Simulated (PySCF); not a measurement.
A calculated (r2SCAN, PySCF 2.14, dyall-av2z, no relativity, point nucleus) atom or ion has these occupied shells.

| shell | electrons | orbital energy (eV) | rms radius, mean of both spins (bohr) |
| --- | --- | --- | --- |
| 1s α | 1 | -13132.8 | 0.0506 |
| 1s β | 1 | -13132.6 | 0.0506 |
| 2s α | 1 | -1706.5 | 0.210 |
| 2s β | 1 | -1706.4 | 0.210 |
| 2p α | 3 | -1537.2 | 0.185 |
| 2p β | 3 | -1537.0 | 0.185 |
| 3s α | 1 | -246.97 | 0.602 |
| 3s β | 1 | -246.79 | 0.602 |
| 3p α | 3 | -187.07 | 0.614 |
| 3p β | 3 | -186.85 | 0.614 |
| 3d α | 5 | -80.973 | 0.653 |
| 3d β | 5 | -80.669 | 0.653 |
| 4s α | 1 | -31.563 | 1.79 |
| 4s β | 1 | -28.716 | 1.79 |
| 4p α | 3 | -18.796 | 2.12 |
| 4p β | 1 | -16.866 | 2.12 |

Task: Name the element and its charge.

Result: Br⁺ (bromine, charge +1), in [Ar] 3d10 4s2 4p4, high-spin 3P determinant.
